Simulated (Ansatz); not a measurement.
Molecular dynamics of H$_{21}$C$_{12}$N$_{7}$

Input:

```yaml
accuracy: low
crystal:
  lattice:
    - [7.656277, 0.0, 0.0]
    - [0.0, 7.656277, 0.0]
    - [0.0, 0.0, 7.656277]
  atoms:
    - { symbol: "N", position: [0.39630403, 0.96745633, 0.02035909] }
    - { symbol: H, position: [0.35566163, 0.86659055, -0.05578492] }
    - { symbol: H, position: [0.4467236, 0.90831875, 0.12839844] }
    - { symbol: H, position: [0.2835102, 1.02305872, 0.06310186] }
    - { symbol: C, position: [0.80040269, 0.31461134, 0.91571305] }
    - { symbol: C, position: [0.85133635, 0.28657385, 0.73636939] }
    - { symbol: "N", position: [0.8926587, 0.26199387, 0.5935187] }
    - { symbol: H, position: [0.74404824, 0.44395138, 0.93377039] }
    - { symbol: H, position: [0.70350902, 0.21636188, 0.95126634] }
    - { symbol: H, position: [0.91273374, 0.29951973, 1.00186008] }
    - { symbol: C, position: [0.56223866, 0.75284315, 0.65441505] }
    - { symbol: C, position: [0.46855856, 0.85494752, 0.5281323] }
    - { symbol: "N", position: [0.38790634, 0.93653541, 0.43121842] }
    - { symbol: H, position: [0.65394052, 0.83432937, 0.72657567] }
    - { symbol: H, position: [0.47088759, 0.69700634, 0.74806325] }
    - { symbol: H, position: [0.63100579, 0.64678442, 0.58762572] }
    - { symbol: C, position: [0.3058518, 0.2766633, 0.76369298] }
    - { symbol: C, position: [0.36040396, 0.40938815, 0.88386733] }
    - { symbol: "N", position: [0.40778774, 0.52072936, 0.97371871] }
    - { symbol: H, position: [0.29902861, 0.33260803, 0.63231971] }
    - { symbol: H, position: [0.39726823, 0.16788312, 0.77015275] }
    - { symbol: H, position: [0.17824084, 0.22557161, 0.79976898] }
    - { symbol: C, position: [0.09752199, 0.664355, 0.20181651] }
    - { symbol: C, position: [0.20621274, 0.55502987, 0.30861366] }
    - { symbol: "N", position: [0.29191302, 0.46911153, 0.39788692] }
    - { symbol: H, position: [0.13824657, 0.79958047, 0.21705605] }
    - { symbol: H, position: [0.11274139, 0.62868285, 0.06527448] }
    - { symbol: H, position: [-0.03929551, 0.64979989, 0.23930062] }
    - { symbol: C, position: [1.01472438, 0.83874793, 0.59158502] }
    - { symbol: C, position: [0.98048629, 0.88726384, 0.770741] }
    - { symbol: "N", position: [0.9536112, 0.92716991, 0.9139397] }
    - { symbol: H, position: [1.05457324, 0.95466435, 0.51892644] }
    - { symbol: H, position: [1.11948053, 0.74223611, 0.58569724] }
    - { symbol: H, position: [0.89819204, 0.78282292, 0.53104911] }
    - { symbol: C, position: [0.60987122, 0.24865874, 0.30237704] }
    - { symbol: C, position: [0.66519022, 0.42823257, 0.30539742] }
    - { symbol: "N", position: [0.71174257, 0.571219, 0.30939252] }
    - { symbol: H, position: [0.55079783, 0.21454091, 0.42680959] }
    - { symbol: H, position: [0.51181879, 0.2305157, 0.2007495] }
    - { symbol: H, position: [0.72088284, 0.16227762, 0.27950877] }
basis:
  ecutwfc: 500.0
kpoints:
  mp_grid: { grid: [1, 1, 1] }
hamiltonian:
  xc: r2scan
  dispersion: d3bj
scf:
  occupations: { method: fermi_dirac, width: 0.05 }
  lower_state_search: "off"
md:
  timestep: 0.5
  n_steps: 20
  ensemble: nvt_langevin
  temperature: 350.0
  initial_velocities: maxwell_boltzmann
  seed: 8554
  friction: 0.02
```

Run as:

```bash
$ ansatz run input.yaml --threads 1 --pin off --max-ram 3072MiB --backend cpu --events-out ev --progress --plain --runs-dir out
```

It starts from a partly relaxed structure (largest force component 0.26 eV/Å).

Output, in part (step lines):

```
md step     0: t =     0.00 fs  T =   341.2 K  F+E_penalty+E_count = -6049.87002455 eV  E_kin = 1.764399 eV  (11 SCF iters)
md step     1: t =     0.50 fs  T =   338.5 K  F+E_penalty+E_count = -6049.83985243 eV  E_kin = 1.749996 eV  (8 SCF iters)
md step     2: t =     1.00 fs  T =   332.8 K  F+E_penalty+E_count = -6049.76037977 eV  E_kin = 1.720963 eV  (8 SCF iters)
md step     3: t =     1.50 fs  T =   305.4 K  F+E_penalty+E_count = -6049.65158378 eV  E_kin = 1.578880 eV  (8 SCF iters)
md step     4: t =     2.00 fs  T =   275.8 K  F+E_penalty+E_count = -6049.53866712 eV  E_kin = 1.425770 eV  (8 SCF iters)
md step     5: t =     2.50 fs  T =   262.4 K  F+E_penalty+E_count = -6049.44082221 eV  E_kin = 1.356722 eV  (6 SCF iters)
md step     6: t =     3.00 fs  T =   243.2 K  F+E_penalty+E_count = -6049.36871830 eV  E_kin = 1.257216 eV  (6 SCF iters)
md step     7: t =     3.50 fs  T =   232.1 K  F+E_penalty+E_count = -6049.32062011 eV  E_kin = 1.200102 eV  (5 SCF iters)
md step     8: t =     4.00 fs  T =   242.5 K  F+E_penalty+E_count = -6049.28343324 eV  E_kin = 1.253608 eV  (6 SCF iters)
md step     9: t =     4.50 fs  T =   229.5 K  F+E_penalty+E_count = -6049.24792008 eV  E_kin = 1.186708 eV  (6 SCF iters)
md step    10: t =     5.00 fs  T =   217.5 K  F+E_penalty+E_count = -6049.21332882 eV  E_kin = 1.124437 eV  (8 SCF iters)
md step    11: t =     5.50 fs  T =   219.7 K  F+E_penalty+E_count = -6049.17787547 eV  E_kin = 1.136126 eV  (5 SCF iters)
md step    12: t =     6.00 fs  T =   224.1 K  F+E_penalty+E_count = -6049.13949890 eV  E_kin = 1.158852 eV  (6 SCF iters)
md step    13: t =     6.50 fs  T =   230.5 K  F+E_penalty+E_count = -6049.10850971 eV  E_kin = 1.191719 eV  (6 SCF iters)
md step    14: t =     7.00 fs  T =   219.6 K  F+E_penalty+E_count = -6049.10140772 eV  E_kin = 1.135232 eV  (6 SCF iters)
md step    15: t =     7.50 fs  T =   232.7 K  F+E_penalty+E_count = -6049.12532449 eV  E_kin = 1.202951 eV  (6 SCF iters)
md step    16: t =     8.00 fs  T =   247.1 K  F+E_penalty+E_count = -6049.17553068 eV  E_kin = 1.277417 eV  (6 SCF iters)
md step    17: t =     8.50 fs  T =   272.7 K  F+E_penalty+E_count = -6049.24499439 eV  E_kin = 1.409798 eV  (6 SCF iters)
md step    18: t =     9.00 fs  T =   276.9 K  F+E_penalty+E_count = -6049.31133360 eV  E_kin = 1.431579 eV  (6 SCF iters)
md step    19: t =     9.50 fs  T =   280.2 K  F+E_penalty+E_count = -6049.35519996 eV  E_kin = 1.448801 eV  (6 SCF iters)
md step    20: t =    10.00 fs  T =   277.6 K  F+E_penalty+E_count = -6049.37074061 eV  E_kin = 1.435452 eV  (8 SCF iters)
```

All steps were run. The mean temperature of the second half is 30 % below the set value. A run of 0.01 ps of so small a system gives no equilibrium averages. Limits of this set-up: coarse k mesh, low accuracy level.

Mean squared displacements from the first frame to the last, about the centre of mass: N 0.01 Å², H 0.03 Å², C 0.00 Å².

Last frame:

```xyz
40
Lattice="7.6563 0.0000 0.0000 0.0000 7.6563 0.0000 0.0000 0.0000 7.6563" Properties=species:S:1:pos:R:3
N 2.993 7.394 0.213
H 2.634 6.635 -0.332
H 3.581 6.974 0.947
H 2.207 7.840 0.713
C 6.090 2.401 6.999
C 6.513 2.183 5.607
N 6.863 2.055 4.546
H 5.822 3.476 7.073
H 5.239 1.787 7.270
H 6.929 2.160 7.633
C 4.273 5.655 5.000
C 3.586 6.532 4.057
N 3.064 7.179 3.261
H 5.070 6.202 5.537
H 3.549 5.348 5.748
H 4.718 4.820 4.464
C 2.330 2.160 5.833
C 2.733 3.145 6.801
N 3.183 3.959 7.503
H 2.282 2.548 4.811
H 3.129 1.411 5.917
H 1.390 1.680 6.040
C 0.775 5.136 1.497
C 1.536 4.267 2.393
N 2.240 3.579 3.003
H 1.108 6.154 1.560
H 0.880 4.845 0.478
H -0.279 5.074 1.747
C 7.780 6.412 4.496
C 7.556 6.797 5.921
N 7.358 7.049 7.051
H 8.069 7.333 4.012
H 8.617 5.743 4.464
H 6.848 6.080 4.035
C 4.591 1.988 2.287
C 5.074 3.320 2.310
N 5.473 4.402 2.317
H 4.407 1.666 3.290
H 3.713 1.922 1.675
H 5.380 1.346 1.873
```

The run took 8.1 min on 1 thread of Arm Neoverse V1 (shared host), peak memory 0.85 GiB.
